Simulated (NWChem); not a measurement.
SiHOF₃; SMILES F[Si](F)(F)O

```xyz
6

O      1.1282    -1.1693     0.0000
Si    -0.0021    -0.0112     0.0000
F      0.0991     0.9385    -1.2798
F     -1.4267    -0.7169     0.0000
F      0.0991     0.9385     1.2798
H      2.0593    -0.9312     0.0000
```
Atoms are numbered in this order, from 1.

All runs use the structure optimised with PBE0/def2-SVP.

Symmetry labels are those of Cs in the frame above (b1 and b2, or b-type labels, depend on it).

Task: List the 6 lowest vertical singlet excitations from B3LYP/def2-SVP, TDA (NWChem).

Result: 
```json
[
 {"state": "S1", "energy (eV)": "8.83", "oscillator strength": "0.029", "symmetry": "a\"", "leading excitation (squared amplitude)": "HOMO → LUMO (0.99)"},
 {"state": "S2", "energy (eV)": "9.66", "oscillator strength": "0.042", "symmetry": "a'", "leading excitation (squared amplitude)": "HOMO−1 → LUMO (0.97)"},
 {"state": "S3", "energy (eV)": "10.45", "oscillator strength": "0.000", "symmetry": "a\"", "leading excitation (squared amplitude)": "HOMO−2 → LUMO (0.97)"},
 {"state": "S4", "energy (eV)": "10.67", "oscillator strength": "0.001", "symmetry": "a\"", "leading excitation (squared amplitude)": "HOMO → LUMO+1 (0.88)"},
 {"state": "S5", "energy (eV)": "10.98", "oscillator strength": "0.036", "symmetry": "a'", "leading excitation (squared amplitude)": "HOMO−3 → LUMO (0.93)"},
 {"state": "S6", "energy (eV)": "11.04", "oscillator strength": "0.034", "symmetry": "a\"", "leading excitation (squared amplitude)": "HOMO−4 → LUMO (0.87)"}
]
```
